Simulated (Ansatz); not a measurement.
Breaking the Mg1–H2 bond in H2Mg (SMILES [MgH2]) (multiplicity 1 held, fragments rigid). Energies count from the point at 1.700 Å.
Geometry at that point (charge 0, multiplicity 1):
```xyz
3

Mg     0.0000     0.0000     0.0000
H      0.0000     0.0000    -1.6998
H      0.0000     0.0000     1.6998
```

R- and RO- levels are restricted; in cc, def2 and unpolarised 6-31G sets they are followed outwards from rest. Active spaces are followed from a long bond inwards. Full CI gives the lowest state of the spin. Levels need not reach the same state.

Correlated levels freeze the cores.

Run with Ansatz (Gaussian basis) for Hartree–Fock, density functionals and correlated methods. Values without a source in brackets are computed.

Task: Estimate the energy at R = 5.439 Å that R-HF/def2-SVP returns for this input.

Result: 5.77 eV

Doubts at one or more of the structures used: a restricted determinant that unrestricted orbitals would lower (R-HF/def2-SVP).

Ansatz is a program for electronic structure.
